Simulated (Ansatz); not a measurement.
Cartesian coordinates (Å):
```xyz
8

B      1.9307     0.0606     0.0953
N      0.5603     0.0184    -0.0372
C     -0.6269    -0.0193    -0.1522
C     -1.9255    -0.0602    -0.2779
H      2.4163     0.9661     0.6937
H      2.5758    -0.8106    -0.3933
H     -2.3935    -0.8718    -0.8136
H     -2.5372     0.7169     0.1542
```
Charge 0, multiplicity 1.

Calculation: frozen-core CCSD(T)/cc-pVTZ // CAM-B3LYP-D3(BJ)/def2-TZVP (Ansatz, a quantum-chemistry and plane-wave program).

- HF energy = -157.22434 Ha
- MP2 correlation energy = -0.60761 Ha

Problem. Estimate the CCSD correlation energy, the (T) correction, the total energy and the T1 diagnostic.

Solution. 
CCSD correlation energy: -0.63311 Ha
(T) correction: -0.03090 Ha
CCSD(T) total energy: -157.88835 Ha
T1 diagnostic: 0.017
